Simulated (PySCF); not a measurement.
**A survey of $^{17}$O NMR shifts**

[PySCF 2.14: PBE0/pcSseg-1 with gauge-including orbitals; geometry: GFN2-xTB; non-relativistic Hamiltonian; a single conformation; no solvent model; rapidly exchanging positions averaged]

Shieldings were converted by a linear fit to measured shifts: $^{17}$O (scatter 10.7 ppm rms, 12.2 ppm with the 3 outliers that the fit left out vs liquid water, solution or neat liquid). Occasional misses reach two or three times the rms, and more in compound classes unlike the fitted ones.

Q: Give the $^{17}$O shifts of `C=C(OC(C)=O)OC(F)(F)F`, `CO[C@H]1C[P@](=S)(C2CC2)C1`.

A: 
```json
{"compound": "[CH2:1]=[C:2]([O:3][C:4]([CH3:5])=[O:6])[O:7][C:8]([F:9])([F:10])[F:11]", "environment": "O6: ester carbonyl oxygen", "δ (ppm)": "386.7"}
{"compound": "[CH2:1]=[C:2]([O:3][C:4]([CH3:5])=[O:6])[O:7][C:8]([F:9])([F:10])[F:11]", "environment": "O3: ester alkoxy oxygen", "δ (ppm)": "187.5"}
{"compound": "[CH2:1]=[C:2]([O:3][C:4]([CH3:5])=[O:6])[O:7][C:8]([F:9])([F:10])[F:11]", "environment": "O7: ether oxygen", "δ (ppm)": "121.8"}
{"compound": "CO[C@H]1C[P@](=S)(C2CC2)C1", "environment": "ether oxygen", "δ (ppm)": "13.7"}
```

Q: Match the shifts 517.2, 15.6, -18.5 ppm to `O=P1(C2CC2)CCSCC1`, `[H]/N=C\C1=CCC1=O`, `CC(C)CC(C)(C)CO`.

A: 517.2: [H]/N=C\C1=CCC1=O (ketone oxygen); 15.6: O=P1(C2CC2)CCSCC1 (P=O oxygen); -18.5: CC(C)CC(C)(C)CO (alcohol oxygen).
